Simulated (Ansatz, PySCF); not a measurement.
Molecule: AlBr, net charge 0, singlet state. 
Structure (B3LYP-D3(BJ)/def2-TZVP (Ansatz, an electronic-structure program) minimum search):
```
Al
Br 1 2.3363
```

Dipole moments at this geometry, in debye (magnitudes).

| level | program | dipole (D) |
|---|---|---|
| HF/def2-TZVPD | PySCF | 1.94 |
| BLYP/def2-TZVPD | Ansatz | 1.85 |
| M06-L/def2-TZVPD | PySCF | 1.63 |
| r2SCAN/def2-TZVPD | Ansatz | 1.65 |
| BHLYP/def2-TZVPD | Ansatz | 2.05 |
| r2SCANh/def2-TZVPD | Ansatz | 1.72 |
| PW6B95/def2-TZVPD | PySCF | 1.98 |
| CAM-B3LYP/def2-TZVPD | Ansatz | 2.03 |
| LC-wPBE/def2-TZVPD | Ansatz | 1.86 |
| CCSD(T)/def2-SVPD | Ansatz | ___ |

Task: Some entries are withheld; supply them.

Result: 
- CCSD(T)/def2-SVPD, dipole (D): 1.85
